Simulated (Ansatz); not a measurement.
cyclo-(Cl2GeS)4 (Ge₄S₄Cl₈). Total charge 0; singlet. Geometry PBE-D4/def2-SVP, basis def2-TZVP, Ansatz.

| run | HOMO (eV) | LUMO (eV) |
| --- | --- | --- |
| A | -7.11 | -3.67 |
| B | -7.46 | -3.53 |
| C | -8.37 | -2.83 |
| D | -11.06 | -0.69 |

LC-ωPBE has ω = 0.4 bohr⁻¹. Single mean-field runs in def2-TZVP are fitted with def2-universal-jkfit.

The runs used LC-ωPBE, PBE, PBE0, r2SCAN. Estimate which is which.

A PBE (0 % exact exchange); B r2SCAN (0 % exact exchange); C PBE0 (25 % exact exchange); D LC-ωPBE (range-separated). Exact exchange lowers occupied and raises empty levels; among semilocal functionals meta-GGAs tend to open the gap a little, and such runs are hard to tell apart. The gap grows from 3.44 eV (PBE) to 10.36 eV (LC-ωPBE).
